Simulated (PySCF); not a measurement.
Correlation energy of Ta²⁺ (tantalum, charge +2)

[Xe] 4f14 5d2 6s1, high-spin 4F determinant (an excited configuration). Calculation: PySCF 2.14, in def2-TZVPPD with the def2 core potential (60 electrons) (6s5p3d2f1g, 59 functions); a scalar-relativistic core potential. Frozen: nothing; 11 electrons correlated.

```
  level  correlation energy (mhartree)
   CCSD                        -215.33
    (T)                          -4.19
CCSD(T)                        -219.52
```

Diagnostics: T1 = 0.0061, D1 = 0.0191, largest double amplitude 0.023.

**Question.** Is a single reference adequate?

**Answer.** Yes, within this model without spin-orbit coupling: T1 lies below 0.03 and no double amplitude reaches 0.07.

The basis has no tight functions for the innermost shells, so their pair energies are far from complete.

This basis was not built for core-valence correlation, so the inner-shell part is incomplete.
